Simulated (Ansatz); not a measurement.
Reaction (redistribution): `[OH][Ge]([F])([F])[Cl]` + `[NH]=[Nb]([NH2])([Cl])[Cl]` → `[NH2][Ge]([F])([F])[Cl]` + `[NH]=[Nb]([OH])([Cl])[Cl]`

Computed with Ansatz on PBE0-D4/def2-TZVP structures; ΔE is electronic, products minus reactants. CCSD(T)/CBS adds triple-zeta CCSD(T) − MP2 to the extrapolated MP2 energy (def2 sets, frozen cores). DFT in def2-TZVPP. Elements past krypton have def2 core potentials. For Ge, Nb outer-core shells are correlated without core-valence functions, which leaves a few kJ/mol of doubt a bond. Scalar relativity is left out up to krypton. One conformer a species, not always the lowest.

```csv
level,ΔE (kJ/mol)
ωB97X-V,-27.7
B2PLYP,-23.9
PBE-QIDH,-23.5
r2SCANh,-26.2
```

Q: What does CCSD(T)/CBS give? (An estimate is asked.)

A: Ansatz gave: -22.8 kJ/mol. The listed levels differ from it by -4.9, -1.1, -0.7, -3.4 kJ/mol.

Largest T1 diagnostic among the species: 0.020.

Leaving LDA and LC-ωPBE aside and taking each functional with its dispersion term where it has one, the values, not all of them listed here, spread over 4.3 kJ/mol, from CAM-B3LYP-D4 to PBE-QIDH. In def2-TZVPP, CCSD(T) changes the Hartree–Fock value by +5.8 kJ/mol (the triples alone add +1.0 kJ/mol) and MP2 by +7.9 kJ/mol.

CCSD(T)/CBS has its own doubt, a few kJ/mol and more with outer-core shells, so smaller differences from it don't rank the levels.
